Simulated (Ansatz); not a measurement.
Input file for CH4INSi, SMILES `N=C([SiH3])I`:

```yaml
crystal:
  periodic: [false, false, false]
  atoms:
    - {symbol: N, position_ang: [-0.426166, 1.586384, -0.925284]}
    - {symbol: C, position_ang: [-0.504118, 0.382312, -0.606153]}
    - {symbol: Si, position_ang: [0.490495, -0.638284, 0.636920]}
    - {symbol: I, position_ang: [-1.995743, -0.816411, -1.584713]}
    - {symbol: H, position_ang: [0.311283, 2.068218, -0.405526]}
    - {symbol: H, position_ang: [1.163759, -1.741023, -0.087121]}
    - {symbol: H, position_ang: [-0.437279, -1.172708, 1.660251]}
    - {symbol: H, position_ang: [1.489769, 0.274312, 1.255726]}
basis:
  gaussian: {orbitals: def2-SVP}
correlation: {method: ccsd_t}
```

```sh
$ ansatz run in.yaml --threads 4 --pin off --events-out ev --progress --plain --max-ram 10444MiB
```

Log, shortened:

```
Functional definition: HF
993 factors; integrals over basis functions are off by at most 1.2e-3 eV
mean field evaluation 1: about -18501.7662 eV, gradient 3.0e1 eV
mean field evaluation 2: about -18501.8634 eV, gradient 3.0e1 eV
mean field evaluation 4: about -18504.4495 eV, gradient 3.4e0 eV
mean field evaluation 8: about -18504.5342 eV, gradient 2.2e-1 eV
mean field -18504.53456620 eV, -680.0291024837 hartree, gradient 1.7e-6 eV, S^2 0.000000; 0 other end points of the search recorded, 0 dependent functions left out
11 core orbitals not correlated: weight in the atoms' cores, before any rotation towards them, 1.000 or more for the frozen orbitals, at most 0.000 for the correlated occupied ones
reference -18504.53456620 eV, -680.0291024837 hartree; 17, 17 occupied and 64, 64 virtual orbitals, 993 factors
second order -14.05397341 eV of doubles, -0.00000000 eV of singles
cycle   1  -14.54771516 eV  change   -4.9e-1 eV  update   1.0e-1
cycle   2  -15.01531737 eV  change   -4.7e-1 eV  update   3.3e-2
cycle   3  -15.12657650 eV  change   -1.1e-1 eV  update   1.6e-2
cycle   4  -15.12319373 eV  change    3.4e-3 eV  update   4.2e-3
cycle   5  -15.12448350 eV  change   -1.3e-3 eV  update   2.0e-3
cycle   6  -15.12447551 eV  change    8.0e-6 eV  update   6.6e-4
cycle   7  -15.12426776 eV  change    2.1e-4 eV  update   3.6e-4
cycle   8  -15.12427567 eV  change   -7.9e-6 eV  update   1.4e-4
cycle   9  -15.12425929 eV  change    1.6e-5 eV  update   4.2e-5
perturbative correction -0.53217295 eV, -0.0195569953 hartree
Total energy: -18520.19099844 eV, -680.6044657562 hartree
```

Run time 3.9 s (4 threads of an Arm Neoverse V2 on a shared host); peak host memory 0.42 GiB.

Correlation energy per correlated electron: -0.460 eV. T1 diagnostic: 0.0115.
